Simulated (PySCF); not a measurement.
Al2(mu-H)2(F)4, H2Al2F4, singlet (PBE0/def2-SVP optimised geometry):

```
8

Al    -1.559     1.192    -1.622
Al    -0.366    -0.341     0.000
H     -0.963     1.283     0.000
F     -0.641     2.134    -2.619
F     -3.209     1.192    -1.622
H     -0.963    -0.432    -1.622
F      1.284    -0.341     0.000
F     -1.284    -1.283     0.996
```

Computed with PySCF with PBE0/def2-TZVP.

Problem. What are the frontier orbital energies and the dipole moment?

Solution. HOMO-2 -11.99 eV, HOMO-1 -11.90 eV, HOMO -10.65 eV, LUMO -1.86 eV, LUMO+1 -0.86 eV; dipole moment 0.00 D.

On the same geometry PBE/def2-TZVP (PySCF 2.14.0) gives HOMO-2 -9.95 eV, HOMO-1 -9.82 eV, HOMO -9.09 eV, LUMO -2.74 eV, LUMO+1 -1.66 eV; dipole moment 0.00 D.

Meta-Löwdin charges at PBE0/def2-TZVP: Al1 1.22, Al2 1.22, H3 -0.16, F4 -0.53, F5 -0.53, H6 -0.16, F7 -0.53, F8 -0.53.
